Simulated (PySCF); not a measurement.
Method: core-valence-separated Tamm–Dancoff BHandHLYP/aug-pcX-1 (pcseg-1 on H, def2-SVPD on Si, def2-SVPD on Ge) in PySCF, non-relativistic, gas phase, PBE0-D3(BJ)/def2-SVP geometry. BHandHLYP without relativity tends to put these K edges a few eV too low, so spacings mean more than positions.

Main lines of an unknown, eV (oscillator strength): C K: 285.1 (0.009), 285.3 (0.007), 285.8 (0.033), 285.9 (0.012), 285.9 (0.029); N K: 398.8 (0.012), 399.7 (0.034), 400.6 (0.005), 400.8 (0.005), 401.0 (0.004). Listed: the first five lines at most of each edge with a tenth or more of its strongest line's intensity; roots within 0.03 eV on the same or equivalent atoms are summed. Only the lowest roots were sought, and the top ones are left out.

Task: Which candidate gives them?
A. `CC[SiH2][GeH2][NH]C`
B. `[SiH3][NH][GeH2][CH2]CC`

Result: A. 

- `CC[SiH2][GeH2][NH]C`: C K: 285.1 (0.009), 285.3 (0.007), 285.8 (0.033), 285.9 (0.012), 285.9 (0.029); N K: 398.8 (0.012), 399.7 (0.034), 400.6 (0.005), 400.8 (0.005), 401.0 (0.004). First C line listed at 285.1 eV, hole on the sp3 carbon bound to silicon; first N line listed at 398.8 eV, hole on the nitrogen bonded to C, Ge and H.
- `CC[CH2][GeH2][NH][SiH3]`: C K: 285.2 (0.009), 285.5 (0.012), 285.7 (0.014), 285.9 (0.032), 286.0 (0.027); N K: 398.7 (0.004), 399.8 (0.029), 400.3 (0.028), 400.5 (0.011), 400.6 (0.015). First C line listed at 285.2 eV, hole on the methyl carbon; first N line listed at 398.7 eV, hole on the silicon-bound nitrogen.

One conformer each; other structures than these candidates weren't tested.

Conformer computed: `[CH3:1][CH2:2][SiH2:3][GeH2:4][NH:5][CH3:6]`: C1–C2–Si3–Ge4 -49°, C2–Si3–Ge4–N5 -32°, Si3–Ge4–N5–C6 -64°.
